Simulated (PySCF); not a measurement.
Si(H)3(NHtBu), SMILES N(C(C)(C)C)[SiH3] (C4H13NSi), GFN2-xTB optimised geometry.

```
19

Si    -0.09    -1.97     0.00
N     -0.65    -0.35     0.00
C     -0.54     0.63     1.07
C     -1.66     0.44     2.09
C      0.82     0.49     1.75
C     -0.65     2.03     0.44
H     -0.54    -2.80     1.14
H     -0.62    -2.52    -1.24
H      1.38    -1.97     0.00
H     -1.47    -0.17    -0.56
H     -1.60    -0.56     2.53
H     -1.58     1.17     2.89
H     -2.63     0.54     1.62
H      0.94     1.27     2.50
H      1.62     0.57     1.02
H      0.89    -0.48     2.25
H     -0.54     2.80     1.20
H      0.13     2.16    -0.31
H     -1.62     2.15    -0.04
```

Density from B3LYP/def2-SVP (PySCF 2.14.0) at that geometry.

Minimum of the electron density along straight lines between bonded atoms, close to the bond critical point (lines longer than 1.1 times the sum of covalent radii, or with two minima, are not listed):

```csv
bond,length / Å,ρ at the minimum / e bohr⁻³,∇²ρ there / e bohr⁻⁵,position (fraction from the first atom)
Si1–N2,1.716,0.125,0.75,0.40
N2–C3,1.452,0.268,-0.75,0.61
C3–C4,1.536,0.246,-0.57,0.50
C3–C5,1.526,0.250,-0.59,0.50
C3–C6,1.534,0.247,-0.57,0.50
Si1–H7,1.474,0.115,0.32,0.49
Si1–H8,1.462,0.117,0.34,0.49
Si1–H9,1.465,0.117,0.34,0.49
N2–H10,1.009,0.334,___,0.76
C4–H11,1.087,0.278,-1.02,0.62
C4–H12,1.087,0.277,-1.01,0.62
C4–H13,1.088,0.276,-1.00,0.62
C5–H14,1.087,0.277,-1.01,0.62
C5–H15,1.086,0.279,-1.03,0.63
C5–H16,1.086,0.277,-1.01,0.62
C6–H17,1.087,0.277,-1.01,0.62
C6–H18,1.087,0.278,-1.03,0.63
C6–H19,1.089,0.276,-1.00,0.62
```

Question: Some entries are withheld; supply them.

Answer: 
- N2–H10, ∇²ρ there / e bohr⁻⁵: -1.51
